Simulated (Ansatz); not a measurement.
CH$_{8}$InNSi$_{2}$ (`[CH2]1[SiH2][SiH2][NH][InH]1`), relaxed with RKS PBE0-D4/def2-TZVP in Ansatz from a GFN2-xTB geometry. The force threshold is 0.005 eV/Å; the program also tests the step.

Total charge 0; spin multiplicity 1. In: def2 effective core potential.

Start:

```xyz
13

C     1.533    0.761    0.542
Si    0.846    0.344   -1.200
Si   -1.220   -0.707   -1.019
N    -1.502   -0.696    0.671
In   -0.100    0.151    1.928
H     1.743    1.818    0.695
H     2.419    0.188    0.808
H     1.900   -0.453   -1.858
H     0.822    1.632   -1.923
H    -2.293    0.011   -1.738
H    -1.221   -2.087   -1.545
H    -2.361   -1.104    1.009
H    -0.566    0.142    3.631
```

**Question.** How much energy does the relaxation release, and in how many steps? (An estimate is asked.)

**Answer.** Ansatz gave: 16.49 kJ/mol, in 19 steps, 3 of them rejected.

**Question.** Which bonds change most? (Best estimate.)

**Answer.** Computed: C1–In5 from 2.227 to 2.155 Å; In5–H13 from 1.766 to 1.706 Å; C1–Si2 from 1.918 to 1.880 Å; Si2–Si3 from 2.325 to 2.356 Å.

**Question.** Give the relaxed structure. (Estimate.)

**Answer.** Ansatz gave: 
```xyz
13

C     1.519    0.547    0.576
Si    0.828    0.488   -1.171
Si   -1.132   -0.809   -1.007
N    -1.518   -0.598    0.659
In   -0.152    0.278    1.908
H     2.081    1.458    0.790
H     2.184   -0.304    0.754
H     1.818   -0.013   -2.168
H     0.451    1.875   -1.576
H    -2.206   -0.311   -1.920
H    -0.905   -2.237   -1.396
H    -2.408   -0.921    1.009
H    -0.560    0.546    3.543
```
